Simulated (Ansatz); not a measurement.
The cluster PbCl₂⁺, relaxed as a doublet with UKS PBE0-D4/def2-TZVP in Ansatz, starting from the GFN1-xTB geometry. Force threshold 0.02 eV/Å.

In the def2 sets Pb takes a core potential; there is no spin–orbit coupling. In the doublet, Cl2 and Cl3 lie 2.65 Å apart (atoms count from 1), so these atoms are partly bonded to each other. The relaxation made no stability test and no search for a lower SCF solution. The structure comes from a short search, and lower isomers may exist.

Start:

```
atom    x (Å)    y (Å)    z (Å)
 Pb1   0.5636   0.3096   1.2706
 Cl2  -1.2495  -0.8328  -0.0409
 Cl3   0.6858   0.5232  -1.2297
```

```tsv
step	energy (eV)	largest force component (eV/Å)	SCF passes
1	-30279.7508	0.381	20
2	-30279.7540	0.234	24
3	-30279.7562	0.012	25
```

Force components are those of the run's own axes.

End:

```xyz
3

Pb    0.5701    0.3131    1.2853
Cl   -1.2557   -0.8366   -0.0464
Cl    0.6855    0.5235   -1.2389
```

By distances, no bond broke or formed. The bond that changes most is Pb1–Cl3, from 2.51 to 2.54 Å (atoms count from 1).

No frequencies were taken in this run, so the end may be a saddle point.

Run time 4.4 s (4 threads of Arm Neoverse V2 on a shared host).
